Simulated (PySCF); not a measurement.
C3H6F2Si, SMILES C/C=C(\F)[SiH2]F.

Geometry: B3LYP-D3(BJ)/def2-SVP. The structure was generated by enumeration; whether it is a known compound was not checked. Other conformers were not sampled.

Two levels are set side by side: TDA-PBE/def2-SVPD (PySCF) and TDA-LC-ωPBE/def2-SVPD (PySCF). Vertical, same geometry. The lowest singlet is HOMO→LUMO+1 100 % with PBE and HOMO→LUMO+1 76 % with the other functional; states are paired by order. Differences are taken from unrounded values.

```tsv
quantity	TDA-PBE
lowest singlet excitation (eV)	5.31
lowest triplet excitation (TDA) (eV)	4.18
first bright state (f over 0.05) (eV)	6.77
its oscillator strength	0.33
```

Q: These are the TDA-PBE values. What does TDA-LC-ωPBE give? (The exact figures need the calculation; the answer reports its results.)

A: 
```tsv
quantity	TDA-LC-ωPBE	TDA-PBE minus TDA-LC-ωPBE
lowest singlet excitation (eV)	6.97	-1.66
lowest triplet excitation (TDA) (eV)	4.00	0.18
first bright state (f over 0.05) (eV)	7.47	-0.70
its oscillator strength	0.71	-0.38
```

Functionals without exact exchange tend to place singlet excitations lower, as here. Differences between two approximate levels are no errors against the true value.

Rough cost on one machine, each run with all the roots and properties that it gave: TDA-LC-ωPBE against TDA-PBE about 3 times.
